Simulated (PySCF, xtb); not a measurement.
CHS2, SMILES S=C=[SH+], charge +1.

Harmonic wavenumbers (cm⁻¹) from GFN2-xTB run with xtb at its own minimum, in rising order: 275, 304, 629, 820, 1559, 2229.

**Question.** What does B3LYP-D3(BJ)/def2-TZVP (PySCF) give at its own minimum? (An estimate is asked for; the answer gives what the named calculation found.)

**Answer.** 324, 378, 617, 939, 1570, 2567. Paired by order, the mean absolute difference is 101 cm⁻¹ and the zero-point energies are 8.3 and 9.1 kcal/mol.
